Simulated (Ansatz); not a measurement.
A calculation with Ansatz (development build ahead of 0.2.0).

```yaml
crystal:
  periodic: [false, false, false]
  atoms:
    - { symbol: Cu, position_ang: [0.0, 0.0, 0.0] }
    - { symbol: O, position_ang: [1.95, 0.0, 0.0] }
    - { symbol: H, position_ang: [2.534, 0.0, 0.775] }
    - { symbol: H, position_ang: [2.534, 0.0, -0.775] }
    - { symbol: O, position_ang: [-1.95, 0.0, 0.0] }
    - { symbol: H, position_ang: [-2.534, 0.0, 0.775] }
    - { symbol: H, position_ang: [-2.534, 0.0, -0.775] }
    - { symbol: O, position_ang: [0.0, 1.95, 0.0] }
    - { symbol: H, position_ang: [0.0, 2.534, 0.775] }
    - { symbol: H, position_ang: [0.0, 2.534, -0.775] }
    - { symbol: O, position_ang: [0.0, -1.95, 0.0] }
    - { symbol: H, position_ang: [0.0, -2.534, 0.775] }
    - { symbol: H, position_ang: [0.0, -2.534, -0.775] }
basis:
  gaussian: { orbitals: pcseg-2 }
total_charge: 2
magnetization:
  spin_polarized: true
  initial_magnetization: 1
hamiltonian:
  xc: r2scan
```

The input is written out in the form of the current development build from the run's settings.

Output:

| Quantity | Value |
| --- | --- |
| Converged | yes |
| Total energy | -1945.65691 hartree |
| Spin squared of the determinant | 0.752 |
| Stability test | minimum |

Caution: other spin multiplicities were not run.
